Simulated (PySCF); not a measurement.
**Ionisation energy of Ga⁺ by level of theory**

Ga⁺ [Ar] 3d10 4s2 (1S) → Ga²⁺ [Ar] 3d10 4s1 (2S), as a difference of total energies. Computed with PySCF 2.14 in 6-31G*, with the non-relativistic Hamiltonian (point nucleus). Correlated levels: valence: [Ar] 3d10 frozen. The calculations carry no spin-orbit coupling.

```json
{"method": "UHF", "ionisation energy (eV)": "18.588", "difference from reference (eV)": "-1.927"}
{"method": "TPSS", "ionisation energy (eV)": "20.350", "difference from reference (eV)": "-0.165"}
{"method": "PBE0", "ionisation energy (eV)": "20.273", "difference from reference (eV)": "-0.242"}
{"method": "MP2 (valence)", "ionisation energy (eV)": "19.218", "difference from reference (eV)": "-1.297"}
{"method": "SCS-MP2 (valence)", "ionisation energy (eV)": "19.344", "difference from reference (eV)": "-1.171"}
{"method": "CCSD (valence)", "ionisation energy (eV)": "19.536", "difference from reference (eV)": "-0.979"}
```

Reference: 20.515 eV (measured; NIST Atomic Spectra Database, ionization energies).

These non-relativistic numbers lack the scalar-relativistic shift.

Errors of the correlated levels include the incompleteness of this basis and the frozen core.

With two correlated electrons CCSD is exact in that space.
